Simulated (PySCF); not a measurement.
# Stationary points of TeI₂

All numbers come from PBE0 in PySCF with Te def2-TZVP with ECP28, I def2-TZVP with ECP28; scalar-relativistic core potentials, no spin–orbit coupling; density-fitted integrals.

Relaxations began from a few typed shapes. The search is not exhaustive: other isomers or separated fragments can lie lower, and high-lying points may rest on an excited occupation.

Task: Which is the lowest minimum found?
A. singlet C2v: Te–I 2.683 Å (×2); I–Te–I 101.3°
B. singlet D∞h: Te–I 2.793 Å (×2); I–Te–I 180.0°

Result: A. The others lie at 154.8 (singlet D∞h, a saddle point) kJ/mol above it.

Counting electrons, tellurium keeps 4 of its valence electrons outside its bonds, so the VSEPR class is AX2E2 and the expected shape is bent (C2v), as computed.

The electron or spin density has lower symmetry than the nuclear frame for the singlet D∞h at 154.8 kJ/mol.
